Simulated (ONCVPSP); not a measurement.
# PBE ONCV dataset for Bi (Z = 83), scalar-relativistic all-electron reference.

| Item | Value |
| --- | --- |
| Element | Bi (Z = 83) |
| Generator | ONCVPSP 4.0.1 |
| Type | optimised norm-conserving Vanderbilt (ONCV) |
| Functional | PBE |
| Relativity | scalar-relativistic |
| Frozen core | [Xe] 4f14 |
| Valence charge | 15 |
| Reference configuration | 5d10 6s1.5 6p3.5 |
| Partial waves | 6s: rc 1.45 bohr, ncon 3, nbas 8, qcut 3.7 1/bohr, 3 projectors, debl 0.7 Ha; 6p: rc 2.00 bohr, ncon 4, nbas 9, qcut 3.4 1/bohr, 2 projectors, debl 1.7 Ha; 5d: rc 1.70 bohr, ncon 3, nbas 7, qcut 9.5 1/bohr, 2 projectors, debl 0.9 Ha |
| Local potential | polynomial inside 1.45 bohr (lpopt 5, dvloc0 -1 Ha) |
| Core correction | none |

In the d channel the program set the typed energies aside and used -1.025, 0.250 Ha.

All-electron outer shells of the reference configuration (PBE, scalar-relativistic, ld1.x):

```tsv
shell	level (eV)	outermost node (bohr)	outermost maximum (bohr)
4f	-153.49	–	0.34
5p	-96.74	0.48	0.86
5d	-27.90	0.51	1.03
6s	-15.00	0.98	1.86
6p	-4.91	1.14	2.44
```

Task: Does the generator finish with these settings?

Result: Yes, a potential is produced and its reference levels are reproduced.

Task: Estimate the cutoffs (Ha) at which the residual kinetic energy of the hardest occupied pseudo-wave falls to 1 and 0.1 mHa per electron.

Result: 103 Ha and 119 Ha.

Task: What does a ghost test show?

Result: Ghosts flagged at negative energy: s at -9876.9 eV, s at -158.9 eV; GHOST(+) flagged for p at 23.3 eV, s at 417.1 eV, s at 448.1 eV. A true bound ghost makes a file unfit for plane-wave use.

Task: Which valence shell sets the plane-wave cutoff?

Result: 6s: 103 Ha for 1 mHa per electron, against 28 Ha for 5d.

Task: Tests: 5d10 6s2 6p3; 5d10 6s2 6p2; 5d10 6s2 6p1; 5d10 6s0 6p5. Which has the largest error in its energy relative to the reference configuration, and how large is it?

Result: 5d10 6s2 6p1, with -13 meV (all-electron minus pseudo) on +18.16 eV.
